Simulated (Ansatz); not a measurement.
Results of the Gaussian-basis code of Ansatz.

A structure relaxed at PBE0-D4/def2-TZVP, charge 0, multiplicity 1:

Cartesian coordinates in Å:
```
B 1.2077 0.5208 0.2543
Se 1.3086 -1.3390 0.1279
Sn -0.9187 0.1062 -0.1545
H 1.9459 1.4255 0.4553
H -2.0134 -0.4628 1.0232
H -1.5301 -0.2508 -1.7062
```

**Question.** Give its formula and SMILES.

**Answer.** BH3SeSn, `[BH]1[Se][SnH2]1`.

**Question.** Point group (tolerance 0.08 Å, 0.16 Å for H)?

**Answer.** Cs.

**Question.** Summarise the bond lengths by kind.

**Answer.** 1 × B–Se 1.867 Å; 1 × B–Sn 2.205 Å; 1 × B–H 1.185 Å; 1 × Se–Sn 2.670 Å; 2 × H–Sn 1.706 Å.
